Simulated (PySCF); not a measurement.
Computed shifts of a molecule C2H6BClO, PBE0/pcSseg-1 in PySCF, GIAO, gas phase, atoms alike by connectivity averaged where their shifts nearly agree, in ppm (number of nuclei): ¹H: 5.49 (1), 4.46 (1), 4.35 (1), 1.59 (3). ¹³C: 71.1 (1), 21.6 (1). References: ¹¹B against BF3 (σ = 88.8 ppm); ¹H against TMS (σ = 31.56 ppm); ³⁵Cl against HCl (σ = 945.9 ppm); ¹⁷O against H2O (σ = 334.2 ppm); ¹³C against TMS (σ = 186.3 ppm), references at their B3LYP-D3(BJ)/def2-TZVP geometries, non-relativistic (without spin–orbit terms, shifts of atoms bonded to Cl or Br come out too high). Coordinates come from a PBE0-D3(BJ)/def2-SVP optimisation. The values are those of a single conformer.

Task: Which molecule gave these data?
A. COB(C)Cl
B. CCOBCl
C. CCB(O)Cl

Result: B, CCOBCl
